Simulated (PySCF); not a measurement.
A structure optimised at B3LYP-D3(BJ)/def2-SVP, used in a PySCF frequency run:

```xyz
5

F      0.0278    -1.9558     0.0000
C      0.5987    -0.7854     0.0000
C      0.0592     0.4223     0.0000
F     -1.2404     0.6702     0.0000
F      0.7741     1.5277     0.0000
```
Charge 0, spin multiplicity 2.

Write its SMILES, formula and point group.

F[C]=C(F)F, C₂F₃, Cs

What are its rotational constants (standard atomic weights)?

11.237, 3.7408, 2.8065 GHz
